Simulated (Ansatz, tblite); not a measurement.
Forces on the cluster Sn5⁻ at its PBE-D4/def2-SVPD geometry. Charge -1, multiplicity 2.

In the def2 sets Sn takes a core potential; there is no spin–orbit coupling. The xTB rows come from tblite. Another isomer (doublet) lies 0.85 eV lower at PBE0-D4/def2-TZVPD; other spin states weren't run for this one.

GFN1-xTB (tblite), largest force 0.81 eV/Å:

```xyz
5
positions Å, forces eV/Å
Sn   -1.162    0.678   -2.506    0.353   -0.224    0.441
Sn    1.469    0.734    2.318   -0.437   -0.161   -0.389
Sn   -0.566   -1.150    1.597    0.484    0.372   -0.527
Sn    0.289    1.365   -0.176   -0.134   -0.632    0.084
Sn   -0.031   -1.627   -1.234   -0.266    0.645    0.391
```

GFN2-xTB (tblite), largest force 1.51 eV/Å:

```
Sn 0.746 -0.726 1.091
Sn -1.035 -0.603 -0.914
Sn 0.852 0.780 -0.441
Sn -0.124 -0.587 0.074
Sn -0.439 1.136 0.190
```

PBE-D4/def2-TZVPD (Ansatz), largest force 0.11 eV/Å:

```
Sn 0.057 -0.033 0.089
Sn -0.070 -0.027 -0.081
Sn 0.054 0.056 -0.056
Sn -0.017 -0.080 0.010
Sn -0.023 0.084 0.037
```
